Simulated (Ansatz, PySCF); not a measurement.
Process, species as SMILES: CCOC [methoxyethane] -> [CH2]OC + [CH3] (CH3) (the C-C bond at the site shown breaks; other sites are not compared here)
Geometries: B3LYP-D3(BJ)/def2-TZVP minima from Ansatz (a program for electronic structure), one conformer each, not searched for the lowest.

Property: bond dissociation energy (enthalpy at 298 K, with B3LYP-D3(BJ) rigid-rotor harmonic-oscillator terms from PySCF), in kcal/mol. Cores are frozen in the correlated levels unless marked. Open shells are spin-unrestricted. No spin-orbit coupling. No relativistic terms. Basis-set limits of correlation are two-point, X^-3; Hartree-Fock from the larger set. The bracket is a focal-point correction in the basis named.

RI-MP2/CBS(cc-pVTZ,cc-pVQZ)+[CCSD(T)-MP2]/cc-pVTZ (Ansatz) gives 88.0 kcal/mol.

Q: Another calculation gave 87.3 kcal/mol. Which level was it?
A. wB97M-V/def2-TZVPD (Ansatz)
B. SVWN5/def2-TZVPD (Ansatz)
C. PBE0/def2-TZVPD (Ansatz)
D. TPSSh/def2-TZVPD (PySCF)

A: A, wB97M-V/def2-TZVPD (Ansatz). The others give 83.6 (PBE0), 101.2 (SVWN5), 78.7 (TPSSh) kcal/mol.
